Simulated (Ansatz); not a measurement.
Total energies of SnHMe2(SiH3) (C₂H₁₀SiSn) from Ansatz at PBE0-D4/def2-TZVPD, gas phase (1 Eh = 27.2114 eV = 2625.5 kJ/mol). The reference geometry is relaxed at PBE-D4/def2-SVP.

| state | geometry | energy (Eh) |
| --- | --- | --- |
| charge 0 singlet | reference | -585.83618 |
| charge -1 doublet | reference | -585.80627 |
| free Sn atom (triplet) | – | -214.25878 |
| free H atom (doublet) | – | -0.50104 |
| free C atom (triplet) | – | -37.80543 |
| free Si atom (triplet) | – | -289.24952 |

In the def2 sets Sn takes a core potential; there is no spin–orbit coupling.

Question: Work out the vertical electron affinity, to the doublet.

Answer: E(charge 0 singlet) − E(charge -1 doublet) = -585.83618 − (-585.80627) = -0.02991 Eh = -0.81 eV; negative, so the extra electron isn't bound.

Question: What is the binding energy per atom against free atoms?

Answer: Atoms: 1 × (-214.25878) + 10 × (-0.50104) + 2 × (-37.80543) + 1 × (-289.24952) = -584.12956 Eh. Binding: -584.12956 − (-585.83618) = 1.70662 Eh = 46.44 eV, or 3.32 eV for each of 14 atoms (no zero-point energy, no counterpoise term).

At PBE0-D4/def2-TZVPD the highest occupied level of the charge -1 doublet lies above zero (up to 1.81 eV). By energy differences it is unbound by 0.81 eV (vertical, against the charge 0 singlet, at PBE0-D4/def2-TZVPD) and held by the finite basis.
